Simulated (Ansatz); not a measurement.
Consider the ligand exchange at the Si–O bond: `C=C[SiH2]O[SiH3]` + `O[SiH2]F` → `C=C[SiH2]O[SiH2]F` + silanol.

Isolated molecules relaxed with PBE0-D4/def2-TZVP in Ansatz; ΔE leaves out vibrations. CCSD(T)/CBS adds triple-zeta CCSD(T) − MP2 to the extrapolated MP2 energy (def2 sets, frozen cores). This one scheme is used for every species. Functionals use def2-TZVPP. B3LYP here is the variant with VWN-RPA as its local correlation; programs differ in this. HSE06 is defined as in plane-wave codes. Each species was taken in one conformer, which may not be the lowest.

```json
{"level": "LDA (SPW92)", "ΔE (kJ/mol)": "2.6", "difference from CCSD(T)/CBS": "1.1"}
{"level": "PBE-D4", "ΔE (kJ/mol)": "1.8", "difference from CCSD(T)/CBS": "0.3"}
{"level": "r2SCAN-D4", "ΔE (kJ/mol)": "1.4", "difference from CCSD(T)/CBS": "-0.1"}
{"level": "B97M-V", "ΔE (kJ/mol)": "1.0", "difference from CCSD(T)/CBS": "-0.5"}
{"level": "B3LYP-D4", "ΔE (kJ/mol)": "1.7", "difference from CCSD(T)/CBS": "0.2"}
{"level": "r2SCANh-D4", "ΔE (kJ/mol)": "1.4", "difference from CCSD(T)/CBS": "-0.1"}
{"level": "r2SCAN0-D4", "ΔE (kJ/mol)": "1.4", "difference from CCSD(T)/CBS": "-0.1"}
{"level": "HSE06-D4", "ΔE (kJ/mol)": "1.6", "difference from CCSD(T)/CBS": "0.1"}
{"level": "BHLYP-D4", "ΔE (kJ/mol)": "1.5", "difference from CCSD(T)/CBS": "0.0"}
{"level": "CAM-B3LYP-D4", "ΔE (kJ/mol)": "1.6", "difference from CCSD(T)/CBS": "0.1"}
{"level": "ωB97X-V", "ΔE (kJ/mol)": "1.6", "difference from CCSD(T)/CBS": "0.1"}
{"level": "ωB97M-V", "ΔE (kJ/mol)": "1.6", "difference from CCSD(T)/CBS": "0.1"}
{"level": "B2PLYP", "ΔE (kJ/mol)": "0.9", "difference from CCSD(T)/CBS": "-0.6"}
{"level": "PBE-QIDH", "ΔE (kJ/mol)": "1.4", "difference from CCSD(T)/CBS": "-0.1"}
{"level": "revPBE", "ΔE (kJ/mol)": "0.2", "difference from CCSD(T)/CBS": "-1.3"}
{"level": "BLYP", "ΔE (kJ/mol)": "0.1", "difference from CCSD(T)/CBS": "-1.4"}
{"level": "r2SCAN", "ΔE (kJ/mol)": "1.2", "difference from CCSD(T)/CBS": "-0.3"}
{"level": "PBE0", "ΔE (kJ/mol)": "1.0", "difference from CCSD(T)/CBS": "-0.5"}
{"level": "B3LYP", "ΔE (kJ/mol)": "0.4", "difference from CCSD(T)/CBS": "-1.1"}
{"level": "r2SCANh", "ΔE (kJ/mol)": "1.2", "difference from CCSD(T)/CBS": "-0.3"}
{"level": "r2SCAN0", "ΔE (kJ/mol)": "1.3", "difference from CCSD(T)/CBS": "-0.2"}
{"level": "HSE06", "ΔE (kJ/mol)": "1.0", "difference from CCSD(T)/CBS": "-0.5"}
{"level": "BHLYP", "ΔE (kJ/mol)": "0.6", "difference from CCSD(T)/CBS": "-0.9"}
{"level": "LC-ωPBE", "ΔE (kJ/mol)": "1.2", "difference from CCSD(T)/CBS": "-0.3"}
{"level": "RPA@PBE/def2-TZVPP", "ΔE (kJ/mol)": "1.0", "difference from CCSD(T)/CBS": "-0.5"}
{"level": "HF/def2-SVP", "ΔE (kJ/mol)": "0.0", "difference from CCSD(T)/CBS": "-1.5"}
{"level": "MP2/def2-SVP", "ΔE (kJ/mol)": "1.8", "difference from CCSD(T)/CBS": "0.3"}
{"level": "CCSD/def2-SVP", "ΔE (kJ/mol)": "1.3", "difference from CCSD(T)/CBS": "-0.2"}
{"level": "CCSD(T)/def2-SVP", "ΔE (kJ/mol)": "1.5", "difference from CCSD(T)/CBS": "0.0"}
{"level": "HF/def2-TZVPP", "ΔE (kJ/mol)": "0.1", "difference from CCSD(T)/CBS": "-1.4"}
{"level": "MP2/def2-TZVPP", "ΔE (kJ/mol)": "1.7", "difference from CCSD(T)/CBS": "0.2"}
{"level": "SCS-MP2/def2-TZVPP", "ΔE (kJ/mol)": "1.3", "difference from CCSD(T)/CBS": "-0.2"}
{"level": "CCSD/def2-TZVPP", "ΔE (kJ/mol)": "1.1", "difference from CCSD(T)/CBS": "-0.4"}
{"level": "CCSD(T)/def2-TZVPP", "ΔE (kJ/mol)": "1.4", "difference from CCSD(T)/CBS": "-0.1"}
{"level": "HF/def2-QZVPP", "ΔE (kJ/mol)": "-0.1", "difference from CCSD(T)/CBS": "-1.6"}
{"level": "MP2/def2-QZVPP", "ΔE (kJ/mol)": "1.7", "difference from CCSD(T)/CBS": "0.2"}
{"level": "SCS-MP2/def2-QZVPP", "ΔE (kJ/mol)": "1.3", "difference from CCSD(T)/CBS": "-0.2"}
{"level": "HF/CBS(def2)", "ΔE (kJ/mol)": "-0.1", "difference from CCSD(T)/CBS": "-1.6"}
{"level": "MP2/CBS(def2)", "ΔE (kJ/mol)": "1.8", "difference from CCSD(T)/CBS": "0.3"}
{"level": "CCSD/CBS(def2)", "ΔE (kJ/mol)": "1.2", "difference from CCSD(T)/CBS": "-0.3"}
{"level": "CCSD(T)/CBS", "ΔE (kJ/mol)": "1.5", "difference from CCSD(T)/CBS": "0"}
```

Largest T1 diagnostic among the species: 0.012.

Leaving LDA and LC-ωPBE aside and taking each functional with its dispersion term where it has one, the values, not all of them listed here, spread over 1.4 kJ/mol, from B2PLYP to revPBE-D4.
